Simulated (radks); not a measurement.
The numbers below are computed, except where a source is named.
Question: The mean radii <r> (bohr) of the occupied orbitals of an atom or ion are listed with their occupations. Level of theory: Dirac Kohn-Sham, LB94 model potential, spin-unpolarised, spherical densities, finite nucleus; Fermi nuclear charge, rms radius of each element as measured or else 0.836 A^(1/3) + 0.57 fm (a radial shooting solver on a logarithmic mesh with Libxc functionals).

orbital  occ.      <r>
1s1/2       2  0.02229
2s1/2       2  0.09432
2p1/2       2  0.07879
2p3/2       4  0.08550
3s1/2       2   0.2466
3p1/2       2   0.2358
3p3/2       4   0.2482
3d3/2       4   0.2194
3d5/2       6   0.2232
4s1/2       2   0.5134
4p1/2       2   0.5141
4p3/2       3   0.5336

Name the element and its charge. Open shells, if any, fill j = l - 1/2 first.

Answer: Z = 63, europium, charge +28: Eu28+ in [Ar] 3d10 4s2 4p5. The 1s radius gives Z: for a bare nucleus <r> = (2 gamma + 1)/(2Z) with gamma = sqrt(1 - (Z/c)^2), 0.02203 bohr for Z = 63, and screening makes it slightly larger (0.02229 here). The occupations add up to 35, and the charge is Z minus that.
